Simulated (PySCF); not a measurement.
Molecule: `C=C[P@@H](=O)/C=C\C`, C₅H₉OP.

Geometry (Å), atoms numbered from 1 in this order:
```xyz
16

C     2.676    0.647    0.773
C     1.436    0.720    0.320
P     0.848   -0.607   -0.764
O     1.858   -1.620   -1.070
C    -0.631   -1.312    0.001
C    -1.808   -0.726    0.173
C    -2.145    0.665   -0.230
H     3.300   -0.182    0.477
H     3.110    1.385    1.428
H     0.762    1.522    0.584
H     0.391    0.078   -1.893
H    -0.454   -2.332    0.323
H    -2.613   -1.281    0.642
H    -2.435    1.244    0.647
H    -2.998    0.659   -0.909
H    -1.304    1.149   -0.717
```

Frames of a GFN2-xTB Langevin trajectory at 400 K; GIAO PBE0/pcSseg-1 shieldings in PySCF, gas phase, non-relativistic; equivalent atoms averaged within each frame.

References, each an isolated molecule treated in the same way: $^{13}$C (σ = 186.93 ppm), $^{1}$H (σ = 31.72 ppm) vs TMS; $^{31}$P (σ = 318.38 ppm) vs H3PO4; $^{17}$O (σ = 336.08 ppm) vs H2O. The references are static minima.

How do the shifts (ppm) fluctuate along the trajectory?

Answers


```csv
time (fs),C6,C1,C5,C2,C7,P3,O4,H11,H8,H12
optimised geometry,149.7,143.5,135.7,139.9,21.2,-28.7,53.0,8.12,6.92,5.97
250,151.5,142.2,137.6,136.7,19.7,-38.0,54.8,8.85,8.38,7.37
425,140.2,159.2,132.7,138.8,13.4,-26.1,73.7,8.60,7.91,5.05
625,150.7,142.2,122.7,148.1,17.7,-6.0,113.2,7.91,6.47,6.08
800,178.4,138.5,140.8,139.6,30.1,-19.7,85.0,8.25,6.60,6.85
1000,159.1,142.8,134.4,142.9,23.4,-17.8,130.3,9.44,6.64,6.23
mean of frames,156.0,145.0,133.6,141.2,20.9,-21.5,91.4,8.61,7.20,6.32
standard deviation,14.2,8.1,6.9,4.4,6.3,11.7,30.4,0.58,0.88,0.88
```

5 frames give an uncertainty of the mean of about the standard deviation over 2.2 at best, since frames this close in time may not be independent; classical motion lacks zero-point vibration, and the reference would need the same averaging.
